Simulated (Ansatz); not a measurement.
VF₃. Total charge 0; triplet. Geometry r2SCAN-D4/def2-TZVP; atoms count from 1.

```xyz
4

V    -0.007    0.039   -0.055
F     0.735    0.533    1.450
F    -0.546   -1.621    0.061
F    -0.182    1.049   -1.457
```

(1) Estimate the Mulliken populations from the PBE0/def2-TZVP orbitals of Ansatz.

(2) Where does the spin sit?

(3) And the Mayer bond orders between bonded heavy atoms (over 0.3)?

Results:

(1) 
```csv
atom,charge (e),spin (α − β),d electrons
V1,1.46,2.04,3.11
F2,-0.49,0.00,–
F3,-0.49,0.00,–
F4,-0.48,-0.03,–
```
Mulliken values and Mayer orders depend strongly on the basis.

(2) Summed by element: V 2.04, F -0.04, of 2 unpaired in all. Largest on single atoms: V1 2.04, F4 -0.03, F3 0.00.

(3) V1–F2 0.88 (1.75 Å); V1–F3 0.88 (1.75 Å); V1–F4 0.90 (1.74 Å).
